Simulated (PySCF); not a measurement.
ammonia (H3N), singlet, geometry from GFN2-xTB; HF/6-31G** in PySCF.

The PySCF input:
```python
from pyscf import gto, scf

mol = gto.Mole()
mol.atom = '''
    N    -0.000889    0.002201    0.110024
    H     0.015877    0.938466   -0.275490
    H     0.812490   -0.488757   -0.240501
    H    -0.822147   -0.465118   -0.254176
'''
mol.basis = '6-31g**'
mol.charge = 0
mol.spin = 0
mol.verbose = 4
mol.build()

mf = scf.RHF(mol)
mf.kernel()
mo_i, mo_e, stable_i, stable_e = mf.stability(internal=True, external=True, return_status=True, nroots=6, tol=1e-6)
print('internally stable:', stable_i, ' externally stable:', stable_e)
if not stable_e:
    umf = mf.to_uhf() if not hasattr(mf, 'xc') else mf.to_uks()
    umf.scf_summary = {}
    umf.kernel(umf.make_rdm1(mo_e, umf.mo_occ))
```

It wrote (shortened):

```
PySCF version 2.14.0

[INPUT] verbose = 4
[INPUT] num. atoms = 4
[INPUT] num. electrons = 10
[INPUT] charge = 0
[INPUT] spin (= nelec alpha-beta = 2S) = 0
[INPUT] symmetry False subgroup None
[INPUT] Mole.unit = angstrom
[INPUT] Symbol           X                Y                Z      unit          X                Y                Z       unit  Magmom
[INPUT]  1 N     -0.000889000000   0.002201000000   0.110024000000 AA   -0.001679966525   0.004159287200   0.207915227129 Bohr   0.0
[INPUT]  2 H      0.015877000000   0.938466000000  -0.275490000000 AA    0.030003181680   1.773443717216  -0.520600650056 Bohr   0.0
[INPUT]  3 H      0.812490000000  -0.488757000000  -0.240501000000 AA    1.535383578948  -0.923616871464  -0.454481022684 Bohr   0.0
[INPUT]  4 H     -0.822147000000  -0.465118000000  -0.254176000000 AA   -1.553632664133  -0.878945635605  -0.480323027437 Bohr   0.0

nuclear repulsion = 11.9447696760035
number of shells = 15
number of NR pGTOs = 48
number of NR cGTOs = 29
basis = 6-31g**
ecp = {}

******** <class 'pyscf.scf.hf.RHF'> ********
method = RHF
initial guess = minao
damping factor = 0
level_shift factor = 0
DIIS = <class 'pyscf.scf.diis.CDIIS'>
diis_start_cycle = 1
diis_space = 8
diis_damp = 0
SCF conv_tol = 1e-09
SCF conv_tol_grad = None
SCF max_cycles = 50
direct_scf = True
direct_scf_tol = 1e-13
Set gradient conv threshold to 3.16228e-05
Initial guess from minao.
init E= -56.0269161544982
cycle= 1 E= -56.181375162911  delta_E= -0.154  |g|= 0.237  |ddm|= 1.44
cycle= 2 E= -56.193657382494  delta_E= -0.0123  |g|= 0.0734  |ddm|= 0.177
cycle= 3 E= -56.1948140999753  delta_E= -0.00116  |g|= 0.0216  |ddm|= 0.0576
cycle= 4 E= -56.194942020948  delta_E= -0.000128  |g|= 0.00432  |ddm|= 0.0171
cycle= 5 E= -56.1949513119578  delta_E= -9.29e-06  |g|= 0.000993  |ddm|= 0.00766
cycle= 6 E= -56.194952254685  delta_E= -9.43e-07  |g|= 0.000244  |ddm|= 0.00353
cycle= 7 E= -56.1949523131043  delta_E= -5.84e-08  |g|= 2.69e-05  |ddm|= 0.0011
cycle= 8 E= -56.1949523136302  delta_E= -5.26e-10  |g|= 3.79e-06  |ddm|= 0.000109
Extra cycle  E= -56.1949523136389  delta_E= -8.73e-12  |g|= 1.41e-06  |ddm|= 8.35e-06
converged SCF energy = -56.1949523136389
rhf_internal: lowest eigs of H = [1.36545858 1.65583966 1.65584031 2.21383159 2.21383289 2.45612886]
<class 'pyscf.scf.hf.RHF'> wavefunction is stable in the internal stability analysis
rhf_real2complex: lowest eigs of H = [0.31863789 0.38341814 0.38341833 0.50742771 0.50742802 0.57648676]
<class 'pyscf.scf.hf.RHF'> wavefunction is stable in the real -> complex stability analysis
rhf_external: lowest eigs of H = [0.2582335  0.31598136 0.31598163 0.37428635 0.39874285 0.3987432 ]
<class 'pyscf.scf.hf.RHF'> wavefunction is stable in the RHF/RKS -> UHF/UKS stability analysis
internally stable: True  externally stable: True
```
